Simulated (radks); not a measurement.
Radial electron density D(r) = 4 pi r^2 rho(r) of an atom or ion with 55 electrons. All-electron calculation, Dirac Kohn-Sham, PBE, spin-unpolarised, spherical densities, point nucleus. Program: a radial shooting solver on a logarithmic mesh with Libxc functionals.

| r (bohr) | D(r) (e/bohr) |
|---|---|
| 0.003851 | 23.17 |
| 0.005177 | 33.97 |
| 0.00696 | 47.26 |
| 0.009358 | 61.37 |
| 0.01268 | 73.14 |
| 0.01705 | 77.76 |
| 0.02293 | 74.27 |
| 0.03107 | 68.44 |
| 0.04177 | 72.29 |
| 0.05616 | 88.70 |
| 0.07612 | 99.95 |
| 0.1023 | 87.71 |
| 0.1376 | 73.43 |
| 0.185 | 82.64 |
| 0.2507 | 79.98 |
| 0.3371 | 45.23 |
| 0.4532 | 31.19 |
| 0.6142 | 36.19 |
| 0.8257 | 23.19 |
| 1.11 | 11.10 |
| 1.505 | 7.805 |
| 2.023 | 3.940 |
| 2.72 | 1.052 |
| 3.656 | 0.2556 |
| 4.955 | 0.05247 |
| 6.662 | 0.003817 |

What is the nuclear charge?

Answer. Z = 58. The innermost maximum, from 1s, lies near gamma/Z bohr with gamma = sqrt(1 - (Z/c)^2) = 0.906, here 0.0156 bohr (found: 0.0172), and its height grows with Z. The density is that of the cerium ion Ce3+ in [Xe] 4f0.5 6s0.5; the configuration itself is not fixed sharply by these data, and Z only to a few units. D(r) has 4 maxima, at r = 0.0172, 0.0755, 0.214, 0.590 bohr, and minima at 0.0334, 0.141, 0.435 bohr, inside which lie 2.02, 11.20, 29.02 electrons.
